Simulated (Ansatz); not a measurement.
Start from `FB1CC1` and change one element to get `BrB1CC1`.

Ansatz, PBE0-D4/def2-TZVP geometries, multiplicity 1. 

Scalar relativity is left out up to krypton.

```json
{"property": "HOMO energy (B3LYP/def2-TZVPP) / eV", "`FB1CC1`": "-7.25"}
{"property": "HOMO–LUMO gap (ωB97M-V/def2-TZVPP) / eV", "`FB1CC1`": "11.35"}
{"property": "LUMO energy (PBE0/def2-TZVPP) / eV", "`FB1CC1`": "-0.49"}
{"property": "HOMO–LUMO gap (PBE/def2-TZVPP) / eV", "`FB1CC1`": "4.51"}
{"property": "LUMO energy (PBE/def2-TZVPP) / eV", "`FB1CC1`": "-1.54"}
{"property": "size of the dipole moment (ωB97M-V/def2-TZVPP) / D", "`FB1CC1`": "1.02"}
```

Problem. Give the same properties after the change, and the shifts. (Best estimate.)

Solution. Ansatz gave: 
```json
{"property": "HOMO energy (B3LYP/def2-TZVPP) / eV", "`BrB1CC1`": "-6.99", "shift": "0.26"}
{"property": "HOMO–LUMO gap (ωB97M-V/def2-TZVPP) / eV", "`BrB1CC1`": "10.18", "shift": "-1.17"}
{"property": "LUMO energy (PBE0/def2-TZVPP) / eV", "`BrB1CC1`": "-1.31", "shift": "-0.82"}
{"property": "HOMO–LUMO gap (PBE/def2-TZVPP) / eV", "`BrB1CC1`": "3.67", "shift": "-0.84"}
{"property": "LUMO energy (PBE/def2-TZVPP) / eV", "`BrB1CC1`": "-2.27", "shift": "-0.73"}
{"property": "size of the dipole moment (ωB97M-V/def2-TZVPP) / D", "`BrB1CC1`": "0.88", "shift": "-0.14"}
```

With PBE0 the HOMO rises by 0.24 eV and the LUMO falls by 0.82 eV, so the gap narrows by about 1.06 eV. PBE moves the HOMO by 0.11 eV and ωB97M-V by 0.33 eV. Dipoles are sizes alone; their direction can turn.

B3LYP here is the variant with VWN-RPA as its local correlation; programs differ in this.

Spin–orbit coupling is left out; it splits and shifts lone-pair levels of the heavy atoms by tenths of an eV.
